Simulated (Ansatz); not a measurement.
Input for Ansatz (a program for electronic structure): R-CCSD(T)/def2-TZVPPD on H2OPb (SMILES [OH][PbH]), atoms moved off the minimum. Elements past Kr take the def2 small-core potentials; no spin–orbit coupling. Files ending in .json are basis or fitting sets from the Basis Set Exchange. The run froze 10 orbitals, filled d shells among them.

Ansatz 0.2 input:
```yaml
crystal:
  periodic: [false, false, false]
  atoms:
    - {symbol: Pb, position_ang: [-0.14367304, -0.04139737, 0.14715719]}
    - {symbol: H, position_ang: [-1.51446665, 0.05412659, -1.17233860]}
    - {symbol: O, position_ang: [1.34433065, 0.81670094, -1.05891937]}
    - {symbol: H, position_ang: [0.98229577, 1.15976470, -1.88195503]}
basis:
  gaussian:
    orbitals: def2-TZVPPD.json
magnetization: {spin_polarized: false}
correlation: {method: ccsd_t, electrons: outside_noble_gas}
scf: {lower_state_search: off}
output: {forces: true}
```

The head of its log:

```
WARN ansatz: RAYON_NUM_THREADS=1 ignored (pool sized by the plan → 1); use --threads N
Functional definition: HF
these checks for a lower state are left out or cut short: starts, cluster_reference, orbital_swaps, neighbouring_geometries, increment
integrals: 0.23 GiB planned
974 factors; integrals over basis functions are off by at most 8.1e-4 eV
mean field: 0.28 GiB planned
mean field evaluation 1: about -7285.9842 eV, gradient 4.3e1 eV
mean field evaluation 2: about -7285.9845 eV, gradient 4.3e1 eV
mean field evaluation 4: about -7289.4958 eV, gradient 2.5e0 eV
mean field evaluation 8: about -7289.5290 eV, gradient 1.6e-3 eV
mean field -7289.52903918 eV, -267.8852511695 hartree, gradient 1.4e-6 eV, S^2 0.000000; 0 other end points of the search recorded, 0 dependent functions left out
10 core orbitals not correlated, not the lowest: weight in the atoms' cores, before any rotation towards them, 0.924 or more for the frozen orbitals, at most 0.084 for the correlated occupied ones
reference -7289.52903918 eV, -267.8852511695 hartree; 6, 6 occupied and 114, 114 virtual orbitals, 974 factors
densities: 0.99 GiB planned
```

### Question
What total energy does the run end on?

### Answer
-268.2494 hartree (reference determinant -267.8853, T1 diagnostic 0.020).
